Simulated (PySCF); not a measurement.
## Shapes and spin states of RuO₃

All numbers come from PySCF, PBE0, basis Ru def2-TZVP with ECP28, O def2-TZVP (scalar-relativistic core potentials, no spin–orbit coupling, density fitting).

Relaxations began from a few typed shapes and spin states; open shells are unrestricted. The search is not exhaustive: other isomers or separated fragments can lie lower, and high-lying points may rest on an excited occupation.

Order these stationary points by electronic energy, lowest first, in kJ/mol from the lowest minimum.
A. triplet C2v: Ru–O 1.667 Å (×2), Ru–O 1.715 Å; O–Ru–O 114.3° (×2), O–Ru–O 131.4°
B. singlet D3h: Ru–O 1.660 Å (×3); O–Ru–O 120.0° (×3)
C. triplet C2v: Ru–O 1.672 Å, Ru–O 1.695 Å (×2); O–Ru–O 111.0°, O–Ru–O 124.5° (×2)

B (0.0), C (50.4), A (54.2).

Which of them are minima?

By energy in kJ/mol, 0.0: minimum; 50.4: minimum; 54.2: saddle point, 2 imaginary modes.

Formally Ru is in oxidation state +6, d2, with 0 unpaired electrons (the high-spin count would be 2). The polar-tensor charge on Ru, 1.49, is far below the formal one.
